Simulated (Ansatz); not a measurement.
`N#[C][InH2]` + `[AsH3]` → `[AsH2][InH2]` + `C#N` at 600 K and 1 bar (ligand exchange at the In–C bond).

Gas-phase electronic energies from Ansatz, PBE0-D4/def2-TZVP geometries. CBS: MP2 limit from def2 TZ/QZ plus the TZ coupled-cluster correction, frozen cores. This one scheme is used for every species. def2 core potentials past Kr. For As, In outer-core shells are correlated without core-valence functions, which leaves a few kJ/mol of doubt a bond. Scalar relativity is left out up to krypton.

```
       species  CCSD(T)/CBS energy (Eh)  H − E (kJ/mol)  S (J/(mol·K))
 `N#[C][InH2]`               -283.72690            89.4          347.4
      `[AsH3]`              -2236.79077            81.6          254.3
`[AsH2][InH2]`              -2427.20683           114.0          377.1
         `C#N`                -93.32098            64.3          228.4
```

H − E and S are ideal-gas, rigid-rotor, harmonic terms from PBE0-D4/def2-TZVP. 1 Eh = 2625.50 kJ/mol, R = 8.31446 J/(mol·K).

Task: By hand: ΔE, ΔH, ΔS and ΔG.

Result: ΔE = (-2427.20683) + (-93.32098) − (-283.72690) − (-2236.79077) = -0.01014 Eh = -26.6 kJ/mol. Δ(H − E) = 114.0 + 64.3 − 89.4 − 81.6 = 7.3, so ΔH = -19.3 kJ/mol. ΔS = 377.1 + 228.4 − 347.4 − 254.3 = 3.8 J/(mol·K). ΔG = -19.3 − 600 × (3.8)/1000 = -21.6 kJ/mol.

Task: By hand: the equilibrium constant, and the temperature at which ΔG would vanish if ΔH and ΔS stayed fixed.

Result: log₁₀ K = −ΔG/(RT ln 10) = 1.9. ΔH and −TΔS have one sign here, so there is no such temperature.

The number of gas molecules stays the same, so ΔS is small and ΔH decides. A doubt of 5 kJ/mol in ΔE shifts log₁₀ K by 0.4 here. These are equilibria of isolated gas molecules and say nothing of rates. Largest T1 diagnostic: 0.015 (customary marks: 0.02 for closed shells, 0.045 for open ones).

ΔS is within the doubt of such terms, so its sign, and with it that verdict, could turn.
